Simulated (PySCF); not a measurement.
Ga(Br)2(OH) (Br2GaHO), SMILES [Br][Ga]([OH])[Br].

Coordinates come from a PBE0-D3(BJ)/def2-SVP optimisation. The structure was generated by enumeration; whether it is a known compound was not checked. The values are those of a single conformer.

These are B3LYP/def2-TZVP (PySCF) values and carry that method's errors.

Symmetry labels are those of the subgroup Cs that the program uses (full group Cs).

Computed valence orbital energies around the gap with their symmetry:
```csv
orbital,symmetry,energy (eV)
HOMO−7,A',-12.01
HOMO−6,A',-10.35
HOMO−5,A',-9.69
HOMO−4,A",-9.67
HOMO−3,A",-8.83
HOMO−2,A',-8.71
HOMO−1,A",-8.62
HOMO,A',-8.44
LUMO,A',-2.11
LUMO+1,A",-1.35
LUMO+2,A',0.53
LUMO+3,A',1.57
```
